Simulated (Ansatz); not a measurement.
```yaml
crystal:
  periodic: [false, false, false]
  atoms:
    - {symbol: C, position_ang: [-2.813108, -1.248187, -1.140416]}
    - {symbol: O, position_ang: [-2.540170, -0.179411, -0.295805]}
    - {symbol: B, position_ang: [-1.199193, -0.132014, 0.290986]}
    - {symbol: O, position_ang: [-0.867297, -1.313249, 1.091526]}
    - {symbol: C, position_ang: [-1.665250, -1.518033, 2.212529]}
    - {symbol: O, position_ang: [-1.073703, 1.063596, 1.119336]}
    - {symbol: C, position_ang: [-1.346744, 2.286664, 0.517000]}
    - {symbol: O, position_ang: [-0.221230, -0.104075, -0.877703]}
    - {symbol: C, position_ang: [1.089771, 0.042909, -0.744678]}
    - {symbol: C, position_ang: [1.874168, 0.169856, -1.925367]}
    - {symbol: C, position_ang: [3.265544, 0.332465, -1.872559]}
    - {symbol: C, position_ang: [3.901571, 0.376080, -0.627572]}
    - {symbol: F, position_ang: [5.258045, 0.535265, -0.567329]}
    - {symbol: C, position_ang: [3.163469, 0.254865, 0.555797]}
    - {symbol: C, position_ang: [1.773351, 0.088917, 0.505103]}
    - {symbol: H, position_ang: [-3.880185, -1.209196, -1.469986]}
    - {symbol: H, position_ang: [-2.177313, -1.249471, -2.063460]}
    - {symbol: H, position_ang: [-2.651245, -2.244810, -0.651669]}
    - {symbol: H, position_ang: [-2.749939, -1.653590, 1.958587]}
    - {symbol: H, position_ang: [-1.332890, -2.439344, 2.749661]}
    - {symbol: H, position_ang: [-1.621224, -0.667327, 2.939563]}
    - {symbol: H, position_ang: [-0.596786, 2.566353, -0.269972]}
    - {symbol: H, position_ang: [-1.328256, 3.097899, 1.284577]}
    - {symbol: H, position_ang: [-2.349252, 2.309511, 0.021081]}
    - {symbol: H, position_ang: [1.347367, 0.134606, -2.891360]}
    - {symbol: H, position_ang: [3.867466, 0.428226, -2.789850]}
    - {symbol: H, position_ang: [3.693710, 0.288758, 1.520833]}
    - {symbol: H, position_ang: [1.179315, -0.017265, 1.421164]}
basis:
  gaussian: {orbitals: def2-TZVPD, initial_orbitals: start.molden}
total_charge: -1
hamiltonian: {xc: pbe0, dispersion: d4}
scf: {omitted_lower_state_checks: [starts]}
output: {orbitals: {seedname: orbitals}}
```

The file start.molden holds the orbitals of an earlier run on this structure, at another level or in another basis.

```sh
$ ansatz run in.yaml --threads 4 --pin off --events-out ev --progress --plain --max-ram 6963MiB
```

Question: Does this run fit into the memory that it is given?

Answer: No. It has 687 basis functions, and Ansatz plans for 9 GiB where 7 GiB are given.
